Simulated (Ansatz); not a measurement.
The cluster W₂F₂. Charge 0, multiplicity 3. Geometry r2SCAN-D4/def2-TZVP, that of the charge +1 doublet; atoms count from 1.

```csv
atom,x (Å),y (Å),z (Å)
W1,0.740,-0.010,0.863
W2,-0.708,0.010,-0.824
F3,0.313,0.410,-2.313
F4,-0.345,-0.409,2.274
```

In the def2 sets W takes a core potential; there is no spin–orbit coupling. The charge 0 triplet is spin-contaminated (final ⟨S²⟩ up to 2.56, 2.00 for a pure state). The structure comes from a short search, and lower isomers may exist.

(1) Estimate the Mulliken populations from the PBE0/def2-TZVP orbitals of Ansatz.

(2) Where does the spin sit?

(3) And the Mayer bond orders between heavy atoms (over 0.3)?

Results:

(1) 
| atom | charge (e) | spin (α − β) | d electrons |
| --- | --- | --- | --- |
| W1 | 0.35 | -0.27 | 4.27 |
| W2 | 0.42 | 2.26 | 4.37 |
| F3 | -0.40 | 0.01 | – |
| F4 | -0.37 | 0.01 | – |
Mulliken values depend strongly on the basis.

(2) Summed by element: W 1.98, F 0.02, of 2 unpaired in all. Largest on single atoms: W2 2.26, W1 -0.27, F3 0.01.

(3) W1–W2 3.19 (2.22 Å); W1–F4 1.01 (1.82 Å); W2–F3 0.95 (1.85 Å).
